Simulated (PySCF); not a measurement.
**Dipole moment and polarisability of CF3CH2CN**

Compound: CF3CH2CN, C₃H₂F₃N.
Cartesian coordinates in Å at the PBE0-D3(BJ)/def2-SVP level; atoms count from 1:
```
atom  x, y, z in Å
N1     2.559   -0.206    0.685
C2     1.467    0.130    0.508
C3     0.095    0.562    0.299
C4    -0.747   -0.454   -0.456
F5    -0.812   -1.610    0.196
F6    -1.987    0.015   -0.593
F7    -0.254   -0.687   -1.669
H8    -0.387    0.748    1.270
H9     0.082    1.504   -0.269
```

Level: wB97X-D/def2-SVPD (PySCF), static field, nuclei fixed, core orbitals frozen in the response. The polarisability tensor in these axes (au):

```
x   51.99 -2.71  3.58
y   -2.71 37.67 -0.10
z    3.58 -0.10 37.22
```

Task: Give the principal values, the mean and the anisotropy Δα = √{½[(α1 − α2)² + (α2 − α3)² + (α1 − α3)²]}.

Result: Principal values 36.16, 37.45 and 53.26 au; mean 42.29 au = 6.27 Å³ = 6.97 × 10⁻⁴⁰ C²·m²/J; Δα = 16.50 au (39 % of the mean).

Task: What is the dipole moment, and where does it point?

Result: (-2.37, 2.31, 0.40) D, 3.33 D in size, pointing from the negative to the positive side. Measured along this direction, the outermost atoms are N1 at the negative end and F6 at the positive end.

Task: Molar refractivity from α?

Result: Lorentz–Lorenz: R = (4π/3)N_A α = 2.5225 cm³/(mol·Å³) × 6.27 Å³ = 15.8 cm³/mol, in the limit of long wavelengths.

Task: Traceless (Buckingham) quadrupole moment about the centre of nuclear charge: eigenvalues?

Result: -14.48, 5.40, 9.08 D·Å. The values depend on the origin, since the dipole doesn't vanish. The electronic extent ⟨r²⟩ about the same centre is 686 bohr², a root-mean-square distance of 1.89 Å for the 54 electrons.

Task: Form Σ f/ω² (atomic units) for the 10 lowest TDDFT singlets, given as eV and f, and set it beside the mean polarisability, which is this sum over all singlets: 7.61, 0.0001; 8.04, 0.0031; 8.12, 0.0010; 9.21, 0.0141; 9.49, 0.0131; 9.59, 0.0175; 9.66, 0.0345; 10.72, 0.1131; 10.88, 0.4464; 11.30, 0.0560.

Result: They add up to 4.54 au, 10.7 % of the 42.29 au; the largest single term is 2.79 au, from the state at 10.88 eV. Terms in order: 0.00, 0.04, 0.01, 0.12, 0.11, 0.14, 0.27, 0.73, 2.79, 0.32 au. Higher excitations give the rest. The strengths listed sum to 0.699.

Isolated species at its PBE0-D3(BJ)/def2-SVP geometry, gas phase.
